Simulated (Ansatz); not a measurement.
The molecule CuH, closed-shell singlet (the spin of the measured ground state). No spin–orbit coupling. Cu is treated without relativity.

```json
[
 {"level": "SVWN5/def2-TZVPP", "bond energy D_e (kJ/mol)": "314.2"},
 {"level": "PBE/def2-TZVPP", "bond energy D_e (kJ/mol)": "268.0"},
 {"level": "r2SCAN/def2-TZVPP", "bond energy D_e (kJ/mol)": "270.7"},
 {"level": "B97M-V/def2-TZVPP", "bond energy D_e (kJ/mol)": "273.3"},
 {"level": "B3LYP/def2-TZVPP", "bond energy D_e (kJ/mol)": "260.6"},
 {"level": "PBE0/def2-TZVPP", "bond energy D_e (kJ/mol)": "247.6"},
 {"level": "BHLYP/def2-TZVPP", "bond energy D_e (kJ/mol)": "238.1"},
 {"level": "CAM-B3LYP/def2-TZVPP", "bond energy D_e (kJ/mol)": "261.4"},
 {"level": "wB97X-V/def2-TZVPP", "bond energy D_e (kJ/mol)": "262.8"},
 {"level": "wB97M-V/def2-TZVPP", "bond energy D_e (kJ/mol)": "271.0"},
 {"level": "CCSD/def2-TZVPP", "bond energy D_e (kJ/mol)": "250.8"},
 {"level": "CCSD/def2-QZVPP", "bond energy D_e (kJ/mol)": "259.9"},
 {"level": "CCSD(T)/def2-TZVPP", "bond energy D_e (kJ/mol)": "259.6"},
 {"level": "CCSD(T)/def2-QZVPP", "bond energy D_e (kJ/mol)": "268.3"}
]
```

The rows run from 238.1 (BHLYP/def2-TZVPP) to 314.2 kJ/mol (SVWN5/def2-TZVPP). From def2-TZVPP to def2-QZVPP CCSD(T) changes by 8.8. The 10 functionals in def2-TZVPP without D3 or D4 span 76.1, from BHLYP to SVWN5.

D_e counts from the fitted minimum to each atom's lowest state at the same level, without counterpoise. The singlet is restricted.

Correlated levels freeze the inner cores; with def2 sets outer-core shells near the valence are correlated too.

Run with Ansatz (a quantum-chemistry and plane-wave program). Values without a source in brackets are computed.
